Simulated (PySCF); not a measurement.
HO3S, SMILES O=[SH](=O)[O-], charge -1. Atoms are numbered in the order given.

```xyz
5

S      0.0000     0.0000     0.1741
O     -1.2700    -0.7333    -0.1817
O      0.0000     1.4665    -0.1817
O      1.2700    -0.7333    -0.1817
H      0.0000     0.0000     1.5756
```
Charge -1, spin multiplicity 1.

Geometry: PBE-D3(BJ)/def2-SVPD.

The numbers are results of PySCF 2.14.0 with PBE-D3(BJ)/def2-SVPD, not measurements.

Frequencies are harmonic and unscaled.

Modes within 1.5 cm⁻¹ of each other (mostly degenerate sets) share a row, with their intensities summed.

Computed vibrational spectrum:
```
mode  ν (cm⁻¹)  IR (km/mol)  moving atoms (share of kinetic energy)
----  --------  -----------  --------------------------------------
1–2        438         25.5                          O 86 %, S 12 %
3          560         38.6                          O 54 %, S 45 %
4          952         47.9                          O 87 %, S 13 %
5–6       1013         10.8                                  H 92 %
7–8       1133        727.7                          O 54 %, S 45 %
9         2254        310.0                                  H 97 %
```
